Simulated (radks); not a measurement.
Values are calculated unless marked as measured or tabulated.
Question: Neutral phosphorus, [Ne] 3s2 3p3. Code: a radial shooting solver on a logarithmic mesh with Libxc functionals. Model: non-relativistic Kohn-Sham, PBE, spin-polarised, spherical densities, point nucleus. Every spin shell is full or empty, so the densities are truly spherical. Functionals are evaluated on that one density, not self-consistently. Rank these orbital-free kinetic functionals by their error against the exact value of the orbitals, and give that value: Thomas-Fermi, von Weizsacker, TF + vW/9, TF + vW/5, LC94, APBEK, revAPBEK, DePristo-Kress.

Answer: Exact: 340.654 hartree. From best to worst, with 100 (|E| - |E exact|)/|E exact| (equal figures are ties): DePristo-Kress +0.08, LC94 +0.19, APBEK +0.33, TF + vW/9 -0.49, revAPBEK +0.70, TF + vW/5 +5.02, Thomas-Fermi -7.37, von Weizsacker -38.08.
